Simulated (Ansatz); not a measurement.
# Two structures, one formula

Two relaxed structures of CH₃BSe, singlet (PBE0-D4/def2-TZVP; forces vanish, vibrations not checked).

A:

```
atom    x (Å)    y (Å)    z (Å)
  B1   0.7852  -0.2709   0.4977
  C2   0.1356   0.8681   0.0592
 Se3   1.7736  -1.7326   1.1063
  H4   0.6866  -2.7229   1.0003
  H5   0.1128   1.1571  -0.9867
  H6  -0.3952   1.5301   0.7360
```

B:

```xyz
6
angstrom
B -0.5707 -0.6142 -0.3048
C 0.2596 0.5845 0.1418
Se 0.9982 -1.2599 0.5091
H -1.5601 -0.9982 -0.8261
H 0.8575 1.1522 -0.5651
H 0.0156 1.1356 1.0452
```

Computed with Ansatz 0.2.0 (basis: def2-TZVPP); correlated methods freeze the cores. Filled d shells of the heavier atoms are correlated. The def2 sets are not built for correlating such inner shells, so the correlated values are less sure here. B3LYP uses VWN-RPA correlation.

Problem. Which structure is lower at CCSD(T), and by how much? (An estimate is asked for; the value comes from the calculation.)

Solution. Computed: B, by 51.3 kJ/mol (electronic energy, against the other). By their contacts, A is CH₃BSe ([CH2][B][SeH]) and B is CH₃BSe ([BH]1[CH2][Se]1).

All methods give the same order:

| method | E(B) − E(A) (kJ/mol) |
| --- | --- |
| PBE-D4 | -53.7 |
| r2SCAN-D4 | -53.4 |
| PBE0-D4 | -57.2 |
| B3LYP-D4 | -43.9 |
| wB97M-V | -49.7 |
| HF | -41.6 |
| MP2 | -63.0 |
| CCSD | -48.8 |
| CCSD(T) | -51.3 |

The T1 diagnostic stays at or below 0.016.

Labels in which every atom is bracketed show which atoms are joined, not bond orders.

For scale, one of the runs: CCSD(T)/def2-TZVPP, 152 basis functions, launched by `ansatz run in.yaml --threads 2 --pin off --events-out ev --progress --plain --max-ram 4352MiB`. Time: 26 s of wall clock on 2 CPU threads of an Arm Neoverse V2; the host was shared. Peak host memory: 1 GiB.
